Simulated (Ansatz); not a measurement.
Ansatz (a first-principles code) input (PBE-QIDH/def2-TZVPD):

Ansatz 0.2 input:
```yaml
crystal:
  periodic: [false, false, false]
  atoms:
    - {symbol: Cl, position_ang: [-1.82412487, -1.36291085, -0.24486130]}
    - {symbol: Ge, position_ang: [-0.40852886, 0.10005661, 0.52503610]}
    - {symbol: Cl, position_ang: [-0.98648333, 2.05237757, -0.24394981]}
    - {symbol: Br, position_ang: [1.73866466, -0.42636417, -0.24261047]}
basis:
  gaussian:
    orbitals: def2-TZVPD
hamiltonian:
  xc: {name: PBE-QIDH}
magnetization: {spin_polarized: true, initial_magnetization: 1}
correlation: {electrons: outside_noble_gas}
```

End of the output:

```
integrals: 0.29 GiB planned
1255 factors; integrals over basis functions are off by at most 7.9e-4 eV
0.30 GiB of the device are held for the grids
1.60 GiB of device memory are held for the factors and their scratch space
mean field: 2.40 GiB planned
mean field evaluation 1: about -151557.5461 eV, gradient 1.5e1 eV
mean field evaluation 2: about -151557.6733 eV, gradient 1.5e1 eV
mean field evaluation 4: about -151559.2078 eV, gradient 1.8e0 eV
mean field evaluation 8: about -151559.2648 eV, gradient 3.3e-1 eV
mean field evaluation 16: about -151559.2673 eV, gradient 3.2e-3 eV
mean field -151559.26729057 eV, -5569.7003423673 hartree, gradient 6.4e-6 eV, S^2 0.759776; 0 other end points of the search recorded, 0 dependent functions left out
38 core orbitals not correlated
reference -151559.26731213 eV, -5569.7003431597 hartree; 13, 12 occupied and 152, 153 virtual orbitals, 1255 factors
second order -19.20517155 eV of doubles, -0.00000000 eV of singles
Total energy: -151565.66903598 eV, -5569.9356021719 hartree
```

It need not be the lowest isomer of its formula.
